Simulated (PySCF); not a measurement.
RbI, SMILES [Rb][I]. Coordinates come from a B3LYP-D3(BJ)/def2-TZVPD optimisation. The def2 effective core potentials stand for the cores of I, Rb; spin–orbit coupling is left out.

**Question.** Give the equilibrium geometry at B3LYP-D3(BJ)/def2-TZVPD (PySCF confirms it by a frequency run) as a Z-matrix, and its point group. (An estimate is asked for; the answer gives what the named calculation found.)

**Answer.** point group C∞v.
```
Rb
I 1 3.2627
```
